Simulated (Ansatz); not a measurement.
Reaction (redistribution): `C[O][Sn][Cl]` + `C[CH2][Ge][NH2]` → `C[CH2][Sn][Cl]` + `C[O][Ge][NH2]`

Program: Ansatz. Geometries: PBE0-D4/def2-TZVP. ΔE: electronic, gas phase. CCSD(T)/CBS is the MP2 limit (def2-TZVPP, def2-QZVPP) plus CCSD(T) − MP2 in def2-TZVPP, frozen cores. DFT in def2-TZVPP. B3LYP here is the variant with VWN-RPA as its local correlation; programs differ in this. def2 core potentials past Kr. For Ge, Sn outer-core shells are correlated without core-valence functions, which leaves a few kJ/mol of doubt a bond. Scalar relativity is left out up to krypton. Each species was taken in one conformer, which may not be the lowest.

```csv
level,ΔE (kJ/mol),difference from CCSD(T)/CBS
LDA (SPW92),7.9,0.0
B97M-V,9.2,1.3
B3LYP-D4,6.8,-1.1
BHLYP-D4,1.5,-6.4
CAM-B3LYP-D4,4.9,-3.0
ωB97M-V,2.5,-5.4
PBE-QIDH,1.4,-6.5
revPBE,8.6,0.7
PBE0,3.7,-4.2
BHLYP,1.3,-6.6
CAM-B3LYP,4.5,-3.4
RPA@PBE/def2-TZVPP,3.2,-4.7
HF/def2-SVP,-5.6,-13.5
CCSD(T)/def2-SVP,2.1,-5.8
SCS-MP2/def2-TZVPP,1.6,-6.3
CCSD(T)/def2-TZVPP,2.4,-5.5
CCSD(T)/CBS,7.9,0
```

Largest T1 diagnostic among the species: 0.017.

Leaving LDA and LC-ωPBE aside and taking each functional with its dispersion term where it has one, the values, not all of them listed here, spread over 10.0 kJ/mol, from PBE-QIDH to BLYP-D4. From BLYP to BHLYP (50 % exact exchange), in def2-TZVPP and without D4, ΔE moves by −9.0 kJ/mol.
